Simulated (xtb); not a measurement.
SnHFBr2, SMILES [Br][SnH]([F])[Br]. All values are semi-empirical tight-binding results from xtb (GFN2-xTB unless named), good for trends rather than for accurate numbers. Geometry optimised at GFN2-xTB. The structure was generated by enumeration; whether it is a known compound was not checked.

For metal compounds this method's bond lengths and energies can be far off.

The point group as xtb finds it is Cs, the orbital gap is 2.39 eV and the zero-point energy comes out as 4.4 kcal/mol. The G − E(el) at 298.15 K (modified RRHO) is -17.8 kcal/mol.
